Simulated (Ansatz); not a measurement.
`C[NH][SnH2][F]` → `[F][SnH3]` + `C=N` at 298.15 K and 1 bar (β-hydride elimination).

Isolated molecules relaxed with PBE0-D4/def2-TZVP in Ansatz; ΔE leaves out vibrations. CCSD(T)/CBS is the MP2 limit (def2-TZVPP, def2-QZVPP) plus CCSD(T) − MP2 in def2-TZVPP, frozen cores. This one scheme is used for every species. Elements past krypton have def2 core potentials. For Sn outer-core shells are correlated without core-valence functions, which leaves a few kJ/mol of doubt a bond. Each species was taken in one conformer, which may not be the lowest.

| species | CCSD(T)/CBS energy (Eh) | H − E (kJ/mol) | S (J/(mol·K)) |
| --- | --- | --- | --- |
| `C[NH][SnH2][F]` | -410.19979 | 202.9 | 347.8 |
| `[F][SnH3]` | -315.62493 | 70.2 | 264.5 |
| `C=N` | -94.52360 | 115.3 | 227.0 |

H − E and S are ideal-gas, rigid-rotor, harmonic terms from PBE0-D4/def2-TZVP, for one conformer and one mirror image of each species. 1 Eh = 2625.50 kJ/mol, R = 8.31446 J/(mol·K).

Q: By hand: ΔE, ΔH, ΔS and ΔG.

A: ΔE = (-315.62493) + (-94.52360) − (-410.19979) = 0.05126 Eh = 134.6 kJ/mol. Δ(H − E) = 70.2 + 115.3 − 202.9 = -17.4, so ΔH = 117.2 kJ/mol. ΔS = 264.5 + 227.0 − 347.8 = 143.7 J/(mol·K). ΔG = 117.2 − 298.15 × (143.7)/1000 = 74.4 kJ/mol.

Q: By hand: the equilibrium constant, and the temperature at which ΔG would vanish if ΔH and ΔS stayed fixed.

A: log₁₀ K = −ΔG/(RT ln 10) = -13.0. ΔG = 0 at ΔH/ΔS = 816 K.

The number of gas molecules changes by +1, which sets the sign of ΔS. A doubt of 5 kJ/mol in ΔE shifts log₁₀ K by 0.9 here. Other conformers and mirror images would add mixing entropy, several J/(mol·K) or more a flexible species. These are equilibria of isolated gas molecules and say nothing of rates. Largest T1 diagnostic: 0.014 (customary marks: 0.02 for closed shells, 0.045 for open ones).
